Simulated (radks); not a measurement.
Coulomb parameter of the 4f shell of the promethium ion Pm+ in the model configuration [Xe] 4f4 5d1 6s1, as a second difference U = [E(n + 0.25) + E(n - 0.25) - 2 E(n)] / (0.25)^2 with all orbitals relaxed. "Bare": the charge of the atom changes with n. "Screened": the 5d shell takes up the change at fixed total charge, which measures U(4f,4f) + U(5d,5d) - 2 U(4f,5d). Calculated with a radial shooting solver on a logarithmic mesh with Libxc functionals: Dirac Kohn-Sham, PBE, spin-unpolarised, spherical densities, point nucleus; open shells are shared between the two j in proportion to 2j + 1.

| case | configuration | E - E(n) (eV) |
|---|---|---|
| start | [Xe] 4f4 5d1 6s1 | 0.000 |
| bare +0.25 | [Xe] 4f4.25 5d1 6s1 | -2.944 |
| bare -0.25 | [Xe] 4f3.75 5d1 6s1 | 3.873 |
| screened +0.25 | [Xe] 4f4.25 5d0.75 6s1 | -1.118 |
| screened -0.25 | [Xe] 4f3.75 5d1.25 6s1 | 1.412 |

U(bare) = 14.874 eV, U(screened by 5d) = 4.702 eV, against the Slater integral F0(4f,4f) = 26.461 eV with frozen orbitals.
